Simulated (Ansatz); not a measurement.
The cluster Cs₃F₃⁺. Charge 1, multiplicity 2. Geometry PBE0-D4/def2-SVP, basis def2-TZVP, Ansatz.

| atom | x (Å) | y (Å) | z (Å) |
| --- | --- | --- | --- |
| Cs1 | 1.729 | 1.907 | 1.707 |
| Cs2 | 0.054 | 0.347 | -3.069 |
| Cs3 | -0.958 | -1.210 | 0.731 |
| F4 | 0.591 | 0.750 | -0.452 |
| F5 | 0.068 | -0.175 | 2.754 |
| F6 | -1.484 | -1.620 | -1.671 |

```tsv
run	HOMO (eV)	LUMO (eV)
A	-11.47	-9.32
B	-11.37	-9.58
C	-10.00	-9.99
D	-10.18	-9.92
E	-13.35	-8.07
F	-13.07	-7.97
```

In the def2 sets Cs takes a core potential; there is no spin–orbit coupling. LC-ωPBE has ω = 0.4 bohr⁻¹. B3LYP takes the VWN-RPA correlation. HOMO above LUMO, or a gap near zero within one spin, warns that the state may not be the lowest or that an electron is smeared out. Another isomer (doublet) lies 0.41 eV lower at PBE0-D4/def2-TZVP; other spin states weren't run for this one.

HOMO and LUMO are taken over both spins.

Question: The runs used B3LYP, LC-ωPBE, PBE, PBE0, r2SCAN, ωB97M-V. Estimate which is which.

Answer: A PBE0 (25 % exact exchange); B B3LYP (20 % exact exchange); C PBE (0 % exact exchange); D r2SCAN (0 % exact exchange); E LC-ωPBE (range-separated); F ωB97M-V (range-separated). Exact exchange lowers occupied and raises empty levels; among semilocal functionals meta-GGAs tend to open the gap a little, and such runs are hard to tell apart. The gap grows from 0.01 eV (PBE) to 5.28 eV (LC-ωPBE). At PBE-D4/def2-TZVP the gap within one spin of the charge 1 doublet nearly closes, so an electron or hole may be smeared out by delocalisation error.
